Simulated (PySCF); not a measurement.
**Electron correlation in O²⁺ (oxygen, charge +2)**

[He] 2s2 2p2, high-spin 3P determinant. All numbers are calculated (PySCF 2.14, no relativity, point nucleus, in dyall-av2z). Frozen: 1s2; 4 electrons correlated; the 8 highest virtual orbitals of each spin left out.

```csv
level,correlation energy (mhartree)
CCSD,-89.50
(T),-0.88
CCSD(T),-90.38
CCSDT,-90.57
```

Diagnostics: T1 = 0.0047, D1 = 0.0095, largest double amplitude 0.124.

Cost of the coupled-cluster step: about 1 core-seconds, for 4 correlated electrons.
